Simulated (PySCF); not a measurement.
## Telling isomers of C₅H₁₀OSi apart by NMR

- structure optimised with GFN2-xTB
- GIAO PBE0/pcSseg-1 shieldings
- code: PySCF 2.14.0 with density-fitted response routines
- no solvent model, no relativistic terms, rapidly exchanging positions averaged, single conformer

Scale: 1H (31.72 ppm), 13C (186.93 ppm) vs TMS (reference shieldings calculated alike). Where no couplings were computed, multiplicities follow the n + 1 count of equivalent neighbours, and m marks all less simple cases (inequivalent or close neighbours, rings, F or P nearby). Shifts are as computed. Against solution values, carbons near 30 ppm lie about +3 ppm off and those near 130 ppm about +5 ppm. Of 1211 compounds with measured shifts, 218 miss one by over three times the rms of a fit or turn the order of signals round; such compounds aren't used in these exercises. OH and NH positions are gas-phase values without hydrogen bonding to other molecules.

(1) Tabulate the signals of `C[C@@]12C[C@@H]1[C@H]2O[SiH3]`, `C[C@@H]1OC=C[Si@H]1C`, `C=C[C@H]1C[Si@@H](O)C1` and their relative energies.

(2) What is the quickest way to tell C[C@@H]1OC=C[Si@H]1C from C=C[C@H]1C[Si@@H](O)C1?

(3) What is the quickest way to tell C[C@@]12C[C@@H]1[C@H]2O[SiH3] from C=C[C@H]1C[Si@@H](O)C1?

(4) What is the quickest way to tell C[C@@]12C[C@@H]1[C@H]2O[SiH3] from C[C@@H]1OC=C[Si@H]1C?

Results:

(1) 
```json
{"SMILES": "C[C@@]12C[C@@H]1[C@H]2O[SiH3]", "carbon types": "1×C 2×CH 1×CH2 1×CH3", "δC": "69.7, 19.2, 10.7, 9.2, 7.5", "δH": "4.81 (s, 3H), 2.74 (m, 1H), 1.68 (s, 3H), 1.52 (m, 1H), 0.88 (m, 1H), -0.12 (m, 1H)", "E rel. (kcal/mol)": "38.9"}
{"SMILES": "C[C@@H]1OC=C[Si@H]1C", "carbon types": "3×CH 2×CH3", "δC": "171.1, 91.9, 70.5, 22.3, -1.7", "δH": "7.13 (d, 1H), 4.82 (m, 1H), 4.66 (m, 1H), 3.97 (m, 1H), 1.41 (d, 3H), 0.27 (d, 3H)", "E rel. (kcal/mol)": "7.2"}
{"SMILES": "C=C[C@H]1C[Si@@H](O)C1", "carbon types": "2×CH 3×CH2", "δC": "155.6, 116.5, 34.0, 33.7", "δH": "5.97 (m, 1H), 5.14 (m, 1H), 5.11 (m, 1H), 5.04 (m, 1H), 2.41 (m, 1H), 2.01 (m, 2H), 1.75 (br s, 1H), 1.35 (m, 2H)", "E rel. (kcal/mol)": "0.0"}
```

Energies are electronic energies at PBE0/pcSseg-1 on these geometries, without zero-point or thermal terms, each for the one conformer computed, which needn't be the lowest.

(2) Count the carbon signals: 5 against 4. The first has a methyl carbon (CH3) at 22.3 ppm, the second a terminal =CH2 carbon at 116.5 ppm. Their most deshielded carbons lie at 171.1 and 155.6 ppm. In the proton spectra the most deshielded non-exchanging signals are 7.13 (d, 1H) and 5.97 (m, 1H).

(3) Count the carbon signals: 5 against 4. The first has a three-membered-ring carbon (C) at 10.7 ppm, the second an alkene CH at 155.6 ppm. Their most deshielded carbons lie at 69.7 and 155.6 ppm. In the proton spectra the most deshielded non-exchanging signals are 4.81 (s, 3H) and 5.97 (m, 1H).

(4) Both give the same number of carbon signals, but DEPT or the intensities differ. The first has a three-membered-ring carbon (CH2) at 19.2 ppm, the second an alkene carbon bearing oxygen (CH) at 171.1 ppm. Their most deshielded carbons lie at 69.7 and 171.1 ppm. In the proton spectra the most deshielded non-exchanging signals are 4.81 (s, 3H) and 7.13 (d, 1H).
